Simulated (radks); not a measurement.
Question: Coherent X-ray form factor from a spherical all-electron density. Calculated with a radial shooting solver on a logarithmic mesh with Libxc functionals: non-relativistic Kohn-Sham, LDA (Slater exchange, Perdew-Wang correlation), spin-unpolarised, spherical densities, point nucleus.

sin(theta)/lambda (1/angstrom)  f0 (electrons)
0.05                                    78.322
0.1                                     76.395
0.15                                    73.499
0.2                                     69.985
0.25                                    66.182
0.3                                     62.344
0.4                                     55.173
0.5                                     49.084
0.6                                     44.082
0.8                                     36.352
1                                       30.259
1.25                                    24.112
1.5                                     19.644
2                                       14.765

The species is in the configuration that NIST lists as its ground one. Which atom or ion scatters so?

Answer: The bismuth ion Bi4+, [Xe] 4f14 5d10 6s1. Extrapolating in s^2 from the first two rows gives f0(0) = 79.0, near the electron count 79; among species with that count, the fall with angle is slower the higher Z, and the table is that of Z = 83; from so few rows the species is fixed only to a neighbour or two.
